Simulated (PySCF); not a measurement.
C₃H₄FNSi, SMILES F[Si@@H]1N=CC=C1. Heavy atoms are numbered as in [F:1][Si@H:2]1[CH:3]=[CH:4][CH:5]=[N:6]1. Hydrogens are named by the atom that carries them.

The structure is a stationary point at ωB97X-D3(BJ)/def2-SVP. The structure was generated by enumeration; whether it is a known compound was not checked.

These are CAM-B3LYP/def2-TZVP (PySCF) values and carry that method's errors.

ESP charges are fitted to the potential on shells at 1.4 to 2.0 van der Waals radii. Atomic charges (e), one atom of each kind:

| atom | Löwdin | meta-Löwdin | ESP fit |
|---|---|---|---|
| F1 | 0.00 | -0.50 | -0.29 |
| Si2 (SiH) | 0.22 | 1.17 | 0.85 |
| C3 (CH) | -0.22 | -0.37 | -0.41 |
| C4 (CH) | -0.16 | -0.13 | -0.15 |
| C5 (CH) | -0.21 | 0.07 | 0.37 |
| N6 | 0.00 | -0.51 | -0.63 |
| H on Si2 | -0.03 | -0.11 | -0.12 |
| H on C3 | 0.14 | 0.14 | 0.19 |
| H on C4 | 0.14 | 0.12 | 0.13 |
| H on C5 | 0.13 | 0.11 | 0.05 |

Computed Mayer and Wiberg (Löwdin basis) orders of the bonds:
| bond | Mayer | Wiberg |
|---|---|---|
| F1–Si2 | 1.09 | 1.69 |
| Si2–C3 | 0.92 | 1.03 |
| C3–C4 | 1.88 | 2.04 |
| C4–C5 | 0.97 | 1.19 |
| Si2–N6 | 1.03 | 1.20 |
| C5–N6 | 1.96 | 2.30 |
